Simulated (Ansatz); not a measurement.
WF6⁻. Total charge -1; doublet. Geometry PBE-D4/def2-SVP, that of the neutral singlet; atoms count from 1.

Cartesian coordinates in Å:
```
W 0.000 0.000 0.000
F -0.814 -1.661 -0.202
F 0.814 1.661 0.202
F 0.376 0.037 -1.822
F -0.376 -0.038 1.822
F 1.631 -0.838 0.319
F -1.631 0.838 -0.319
```

In the def2 sets W takes a core potential; there is no spin–orbit coupling.

Problem. Estimate the Mulliken populations from the PBE0/def2-TZVPD orbitals of Ansatz.

Solution. 
```
atom  charge (e)  spin (α − β)  d electrons
  W1        2.30          0.97         2.91
  F2       -0.55          0.00            –
  F3       -0.55          0.00            –
  F4       -0.55          0.00            –
  F5       -0.55          0.00            –
  F6       -0.56          0.02            –
  F7       -0.56          0.02            –
```
Mulliken values depend strongly on the basis. With diffuse functions, as here, like atoms can get unlike values, and bond orders can come out too low or too high.

Problem. Where does the spin sit?

Solution. Summed by element: W 0.97, F 0.03, of 1 unpaired in all. Largest on single atoms: W1 0.97, F7 0.02, F6 0.02.

Problem. And the Mayer bond orders between heavy atoms (over 0.3)?

Solution. W1–F2 0.71 (1.86 Å); W1–F3 0.71 (1.86 Å); W1–F4 0.71 (1.86 Å); W1–F5 0.71 (1.86 Å); W1–F6 0.68 (1.86 Å); W1–F7 0.68 (1.86 Å).
